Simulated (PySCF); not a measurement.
VOBr2, SMILES [O]=[V]([Br])[Br] (connectivity only; charge and spin as stated), neutral, multiplicity 2.

Geometry: B3LYP-D3(BJ)/def2-SVP. The spin state was assumed, not searched.

Computed with PBE/def2-TZVP in PySCF.

Isolated molecule, no solvent.

* **total energy**: -6166.67773 hartree
* **point group**: C2v
* **α spin, highest occupied and lowest empty level**: -6.27 and -5.35 eV
* **β spin, highest occupied and lowest empty level**: -7.61 and -4.94 eV
* **dipole moment**: 0.52 D
* **quadrupole, principal values (traceless, Buckingham form, about the centre of nuclear charge)**: -4.10, -0.72, 4.82 D·Å
* **mean static polarisability**: 78.7 bohr³ (11.66 Å³)
* **polarisability, principal values**: 51.0, 74.8, 110.2 bohr³
* **⟨S²⟩**: 0.763 (pure state 0.75)
